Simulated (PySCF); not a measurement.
C2H6N, doublet, geometry from GFN2-xTB; PBE0/def2-SV(P) (PySCF).

The PySCF input:
```python
from pyscf import gto, scf, dft

mol = gto.M(
    atom='''
C     1.23129600   -0.25669769   -0.09655273
C    -0.05799116    0.17393746    0.49940779
N    -1.20100732    0.14966202   -0.31016964
H     1.64723200    0.48863493   -0.78864494
H     1.96813276   -0.42204686    0.68733552
H     1.10338449   -1.18365188   -0.65721155
H    -0.05524989    0.94758192    1.24931036
H    -2.06668125    0.26362547    0.19896649
H    -1.22959588   -0.64521633   -0.93569883
''',
    basis='def2-sv(p)',
    spin=1,
    verbose=4,
)

mf = dft.UKS(mol)
mf.xc = 'pbe0'
mf.kernel()
```

It wrote (shortened):

```
PySCF version 2.14.0

[INPUT] verbose = 4
[INPUT] num. atoms = 9
[INPUT] num. electrons = 25
[INPUT] charge = 0
[INPUT] spin (= nelec alpha-beta = 2S) = 1
[INPUT] symmetry False subgroup None
[INPUT] Mole.unit = angstrom
[INPUT] Symbol           X                Y                Z      unit          X                Y                Z       unit  Magmom
[INPUT]  1 C      1.231296000000  -0.256697690000  -0.096552730000 AA    2.326812218272  -0.485088330909  -0.182458216279 Bohr   0.0
[INPUT]  2 C     -0.057991160000   0.173937460000   0.499407790000 AA   -0.109587410046   0.328694162202   0.943743947574 Bohr   0.0
[INPUT]  3 N     -1.201007320000   0.149662020000  -0.310169640000 AA   -2.269574908398   0.282820229049  -0.586135671755 Bohr   0.0
[INPUT]  4 H      1.647232000000   0.488634930000  -0.788644940000 AA    3.112817343620   0.923386192596  -1.490322946124 Bohr   0.0
[INPUT]  5 H      1.968132760000  -0.422046860000   0.687335520000 AA    3.719231893184  -0.797552977133   1.298875888486 Bohr   0.0
[INPUT]  6 H      1.103384490000  -1.183651880000  -0.657211550000 AA    2.085094496193  -2.236777880027  -1.241949835401 Bohr   0.0
[INPUT]  7 H     -0.055249890000   0.947581920000   1.249310360000 AA   -0.104407160512   1.790670309390   2.360854424982 Bohr   0.0
[INPUT]  8 H     -2.066681250000   0.263625470000   0.198966490000 AA   -3.905461549274   0.498179937760   0.375992174066 Bohr   0.0
[INPUT]  9 H     -1.229595880000  -0.645216330000  -0.935698830000 AA   -2.323599457094  -1.219282154797  -1.768214523776 Bohr   0.0

nuclear repulsion = 76.5135917641995
number of shells = 30
number of NR pGTOs = 96
number of NR cGTOs = 54
basis = def2-sv(p)
ecp = {}

******** <class 'pyscf.dft.uks.UKS'> ********
method = UKS
initial guess = minao
damping factor = 0
level_shift factor = 0
DIIS = <class 'pyscf.scf.diis.CDIIS'>
diis_start_cycle = 1
diis_space = 8
diis_damp = 0
SCF conv_tol = 1e-09
SCF conv_tol_grad = None
SCF max_cycles = 50
direct_scf = True
direct_scf_tol = 1e-13
number electrons alpha = 13  beta = 12
XC library pyscf.dft.libxc version 7.1.2
    S. Lehtola, C. Steigemann, M. J. T. Oliveira, and M. A. L. Marques,  SoftwareX 7, 1–5 (2018)
XC functionals = pbe0
    C. Adamo and V. Barone,  J. Chem. Phys. 110, 6158 (1999)
    M. Ernzerhof and G. E. Scuseria,  J. Chem. Phys. 110, 5029 (1999)
radial grids:
    Treutler-Ahlrichs [JCP 102, 346 (1995); DOI:10.1063/1.469408] (M4) radial grids

becke partition: Becke, JCP 88, 2547 (1988); DOI:10.1063/1.454033
pruning grids: <function nwchem_prune>
grids dens level: 3
symmetrized grids: False
atomic radii adjust function: <function treutler_atomic_radii_adjust>
small_rho_cutoff = 0
Set gradient conv threshold to 3.16228e-05
tot grids = 100992
init E= -134.374728934959

cycle= 1 E= -134.207666003177  delta_E= 0.167  |g|= 0.226  |ddm|= 2.01
cycle= 2 E= -134.210688884576  delta_E= -0.00302  |g|= 0.228  |ddm|= 0.482
cycle= 3 E= -134.236953450591  delta_E= -0.0263  |g|= 0.0196  |ddm|= 0.241
cycle= 4 E= -134.237134438828  delta_E= -0.000181  |g|= 0.0117  |ddm|= 0.0342
cycle= 5 E= -134.237205211067  delta_E= -7.08e-05  |g|= 0.00529  |ddm|= 0.0142
cycle= 6 E= -134.237220635926  delta_E= -1.54e-05  |g|= 0.000867  |ddm|= 0.00638
cycle= 7 E= -134.237221730712  delta_E= -1.09e-06  |g|= 0.000283  |ddm|= 0.00227
cycle= 8 E= -134.237221807433  delta_E= -7.67e-08  |g|= 6.07e-05  |ddm|= 0.000641
cycle= 9 E= -134.237221811601  delta_E= -4.17e-09  |g|= 2.49e-05  |ddm|= 0.000165
cycle= 10 E= -134.237221811985  delta_E= -3.84e-10  |g|= 1.27e-05  |ddm|= 4.03e-05
Extra cycle  E= -134.237221812024  delta_E= -3.82e-11  |g|= 1.22e-05  |ddm|= 2.64e-05
converged SCF energy = -134.237221812024  <S^2> = 0.75356755  2S+1 = 2.0035644
```
